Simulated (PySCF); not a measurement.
Cl4Pt (anion, charge -2), SMILES [Cl][Pt-2]([Cl])([Cl])[Cl] (PBE0/def2-SVP optimised geometry):

```
5

Pt     0.000     0.000     0.000
Cl     0.000     2.370     0.000
Cl    -2.370     0.000     0.000
Cl     0.000    -2.370     0.000
Cl     2.370     0.000     0.000
```

Computed with PBE0/def2-TZVPD, def2 effective core potentials past Kr (PySCF).

Task: What are the frontier orbital energies?

Result: HOMO-2 1.34 eV, HOMO-1 1.60 eV, HOMO 1.60 eV, LUMO 5.79 eV, LUMO+1 6.12 eV.

On the same geometry PBE/def2-TZVPD, def2 effective core potentials past Kr (PySCF 2.14.0) gives HOMO-2 2.78 eV, HOMO-1 3.03 eV, HOMO 3.03 eV, LUMO 4.96 eV, LUMO+1 5.72 eV.
